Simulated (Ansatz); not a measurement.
A CCSD(T) single point on CH₅FSSi₂ (`F[Si]1(S)C[SiH2]1`).

```yaml
crystal:
  periodic: [false, false, false]
  atoms:
    - {symbol: F, position_ang: [-0.526668, 0.769612, 2.171104]}
    - {symbol: Si, position_ang: [0.271755, 0.321120, 0.861747]}
    - {symbol: S, position_ang: [2.252027, -0.269760, 1.292826]}
    - {symbol: C, position_ang: [-0.706920, -0.709371, -0.340467]}
    - {symbol: Si, position_ang: [-0.281825, 0.964314, -1.204122]}
    - {symbol: H, position_ang: [1.896772, -1.414391, 1.907280]}
    - {symbol: H, position_ang: [-1.770627, -0.831832, -0.134225]}
    - {symbol: H, position_ang: [-0.270125, -1.623199, -0.737357]}
    - {symbol: H, position_ang: [-1.456464, 1.824692, -1.479434]}
    - {symbol: H, position_ang: [0.675077, 0.917716, -2.334453]}
basis:
  gaussian: {orbitals: def2-TZVPP}
correlation: {method: ccsd_t}
```

```sh
$ ansatz run in.yaml --threads 4 --pin off --events-out ev --progress --plain --max-ram 10444MiB
```

Output of Ansatz, abridged:

```
Functional definition: HF
1502 factors; integrals over basis functions are off by at most 1.0e-3 eV
mean field evaluation 1: about -30357.3030 eV, gradient 3.8e1 eV
mean field evaluation 2: about -30357.6556 eV, gradient 3.8e1 eV
mean field evaluation 4: about -30361.3533 eV, gradient 3.8e0 eV
mean field evaluation 8: about -30361.4347 eV, gradient 3.1e-1 eV
mean field evaluation 16: about -30361.4353 eV, gradient 2.8e-6 eV
mean field -30361.43525296 eV, -1115.7621658263 hartree, gradient 2.8e-6 eV, S^2 0.000000; 0 other end points of the search recorded, 0 dependent functions left out
17 core orbitals not correlated: weight in the atoms' cores, before any rotation towards them, 1.000 or more for the frozen orbitals, at most 0.000 for the correlated occupied ones
reference -30361.43525296 eV, -1115.7621658263 hartree; 15, 15 occupied and 226, 226 virtual orbitals, 1502 factors
second order -22.64897607 eV of doubles, -0.00000000 eV of singles
cycle   1  -23.33655637 eV  change   -6.9e-1 eV  update   1.1e-1
cycle   2  -23.90660943 eV  change   -5.7e-1 eV  update   3.3e-2
cycle   3  -24.03047978 eV  change   -1.2e-1 eV  update   1.7e-2
cycle   4  -24.02127888 eV  change    9.2e-3 eV  update   4.0e-3
cycle   5  -24.01831840 eV  change    3.0e-3 eV  update   1.7e-3
cycle   6  -24.01866214 eV  change   -3.4e-4 eV  update   5.7e-4
cycle   7  -24.01839648 eV  change    2.7e-4 eV  update   2.3e-4
cycle   8  -24.01835541 eV  change    4.1e-5 eV  update   7.8e-5
cycle   9  -24.01840213 eV  change   -4.7e-5 eV  update   3.4e-5
cycle  10  -24.01840532 eV  change   -3.2e-6 eV  update   1.3e-5
perturbative correction -0.99067174 eV, -0.0364065149 hartree
Total energy: -30386.44433002 eV, -1116.6812324564 hartree
```

Hardware: 4 threads of an Arm Neoverse V1 on a shared host. Wall time 2.6 min, peak host memory 5.5 GiB.

The correlation energy is -25.009 eV, 4.0 % of it from (T); the T1 diagnostic reads 0.0128.
